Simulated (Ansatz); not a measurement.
Reaction (ligand exchange at the Si–C bond): `N=C([SiH3])BO` + arsine → `[SiH3][AsH2]` + `N=CBO`

Gas-phase electronic energies from Ansatz, PBE0-D4/def2-TZVP geometries. CBS: MP2 limit from def2 TZ/QZ plus the TZ coupled-cluster correction, frozen cores. Functionals use def2-TZVPP. B3LYP here is the variant with VWN-RPA as its local correlation; programs differ in this. For As outer-core shells are correlated without core-valence functions, which leaves a few kJ/mol of doubt a bond. Scalar relativity is left out up to krypton. Each species was taken in one conformer, which may not be the lowest.

`N=C([SiH3])BO`:

Cartesian coordinates in Å:
```
N -0.057 -0.495 -1.874
C 0.048 -0.172 -0.638
Si -1.462 0.205 0.458
B 1.509 -0.099 -0.053
O 1.618 0.239 1.252
H -1.035 -0.521 -2.179
H -1.540 -0.737 1.605
H -1.408 1.594 0.985
H -2.668 0.045 -0.401
H 2.472 -0.331 -0.727
H 2.522 0.273 1.573
```

`[AsH3]`:

```xyz
4

As   -0.440    0.385    0.250
H    -0.559   -0.260   -1.124
H     1.000    0.801   -0.012
H    -0.001   -0.926    0.885
```

`[SiH3][AsH2]`:

```xyz
7

Si   -0.700   -0.502   -0.033
As    0.797    1.194    0.660
H    -1.984    0.140   -0.417
H    -0.942   -1.408    1.119
H    -0.195   -1.299   -1.181
H     1.043    1.639   -0.775
H     1.981    0.236    0.627
```

`N=CBO`:

Cartesian coordinates in Å:
```
N 0.383 -1.225 -0.426
C -0.170 -0.532 0.486
B -0.244 1.033 0.200
O 0.283 1.440 -0.962
H 0.414 -2.222 -0.211
H -0.566 -0.990 1.401
H -0.727 1.836 0.942
H 0.627 0.659 -1.431
```

| level | ΔE (kJ/mol) |
| --- | --- |
| B97M-V | -47.9 |
| B3LYP | -52.1 |
| MP2/def2-TZVPP | -53.4 |
| HF/CBS(def2) | -48.5 |

(1) What does CCSD(T)/CBS give? (Estimate.)

Largest T1 diagnostic among the species: 0.014.

Answers

(1) Ansatz gave: -52.7 kJ/mol. The listed levels differ from it by 4.8, 0.6, -0.7, 4.2 kJ/mol.

At CCSD(T), def2-SVP lies +3.2 kJ/mol from the extrapolated value and def2-TZVPP +2.2 kJ/mol. Leaving LDA and LC-ωPBE aside and taking each functional with its dispersion term where it has one, the values, not all of them listed here, spread over 10.7 kJ/mol, from PBE-QIDH to BLYP-D4.
